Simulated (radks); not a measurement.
Results of a calculation; reference values are marked as such.
All-electron atom: Cs12+ in [Kr] 4d7. Code: a radial shooting solver on a logarithmic mesh with Libxc functionals. Model: scalar-relativistic Kohn-Sham, PBEsol, spin-polarised, spherical densities, finite nucleus; open shells are filled with parallel spins first (spin-orbit coupling, left out, can overturn this in heavy ions); Fermi nuclear charge, rms radius 4.8041 fm.

Radial electron density D(r) = 4 pi r^2 rho(r):

```
   r/bohr * D(r) (the largest magnitude, 92.8, reaches the edge; | marks zero)
  0.00156 |  *
 0.001787 |   *
 0.002031 |   *
 0.002327 |    *
 0.002666 |      *
 0.003055 |       *
 0.003472 |         *
 0.003977 |           *
 0.004557 |             *
 0.005179 |                *
 0.005934 |                   *
 0.006798 |                       *
 0.007788 |                          *
 0.008852 |                              *
  0.01014 |                                 *
  0.01162 |                                    *
  0.01331 |                                       *
  0.01513 |                                         *
  0.01733 |                                         *
  0.01986 |                                         *
  0.02275 |                                        *
  0.02586 |                                       *
  0.02963 |                                     *
  0.03394 |                                    *
  0.03858 |                                     *
   0.0442 |                                       *
  0.05063 |                                          *
  0.05801 |                                               *
  0.06593 |                                                   *
  0.07554 |                                                      *
  0.08654 |                                                      *
  0.09915 |                                                   *
   0.1127 |                                              *
   0.1291 |                                         *
   0.1479 |                                       *
   0.1681 |                                       *
   0.1926 |                                           *
   0.2207 |                                              *
   0.2528 |                                             *
   0.2873 |                                       *
   0.3292 |                              *
   0.3771 |                     *
   0.4321 |                *
   0.4911 |              *
   0.5626 |               *
   0.6446 |                *
   0.7385 |              *
   0.8394 |           *
   0.9616 |       *
    1.102 |   *
    1.252 | *
    1.435 |*
    1.644 *
    1.883 *
     2.14 *
    2.452 *
    2.809 *
```

D(r) has 4 maxima, at r = 0.0183, 0.0805, 0.232, 0.634 bohr, and minima at 0.0353, 0.152, 0.487 bohr, inside which lie 1.97, 11.14, 29.06 electrons.
